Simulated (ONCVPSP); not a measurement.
**Building the ONCV potential for Ir (LDA (Perdew-Wang 92), scalar-relativistic).**

```
Element                 : Ir
Generator               : ONCVPSP 4.0.1
Type                    : optimised norm-conserving Vanderbilt (ONCV)
Functional              : LDA (Perdew-Wang 92)
Relativity              : scalar-relativistic
Frozen core             : [Kr] 4d10 4f14
Valence charge          : 17
Reference configuration : 5s2 5p6 5d7 (charge +2)
Partial waves           : 5s: rc 1.05 bohr, ncon 3, nbas 8, qcut 5.9 1/bohr, 1 projector; 5p: rc 1.20 bohr, ncon 3, nbas 6, qcut 6.8 1/bohr, 3 projectors, debl 3.2 Ha; 5d: rc 2.40 bohr, ncon 3, nbas 8, qcut 5.6 1/bohr, 2 projectors, debl 2.7 Ha
Local potential         : polynomial inside 0.70 bohr (lpopt 5, dvloc0 0 Ha)
Core correction         : none
```

What the tests gave:

```json
{
 "Ghost test": "ghosts flagged at negative energy: s at -585.4 eV; GHOST(+) flagged for d at 103.9 eV, p at 271.6 eV; a true bound ghost makes a file unfit for plane-wave use",
 "Configuration tests": "3 of 4 tests not solved or not reliable"
}
```

Generation and tests took about 2.6 s on one core of a shared server CPU.
